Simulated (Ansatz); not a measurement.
Spectroscopic constants of CuNi, multiplicity 2 (the spin of the measured ground state). No spin–orbit coupling. Ni is treated without relativity. Cu is treated without relativity.

Constants: fifth-degree fit in 1/R to seven points, most abundant isotopes. Runs in def2 and cc sets follow the lowest solution found near the PBE0 minimum.

Programs: Ansatz (a first-principles code) with Gaussian orbitals. 

Energies at B97M-V/def2-TZVPP:

```tsv
R (Å)	E (hartree)
2.125425	-3148.16971607
2.182560	-3148.17208880
2.235124	-3148.17315573
2.294545	-3148.17334492
2.353965	-3148.17269017
2.422527	-3148.17114113
2.502516	-3148.16855680
```

**Question.** With a reduced mass of 30.1646 u, find the minimum, the force constant and the constants.

**Answer.** A fifth-degree polynomial in 1/R puts the minimum at r_e = 2.2762 Å with force constant 112 N/m. Then ω_e = (1/2πc)√(k/μ) = 251 cm⁻¹ and B_e = h/(8π²cμr_e²) = 0.1079 cm⁻¹; the cubic and quartic terms give α_e = 0.00064 and ω_e x_e = 1.1 cm⁻¹.
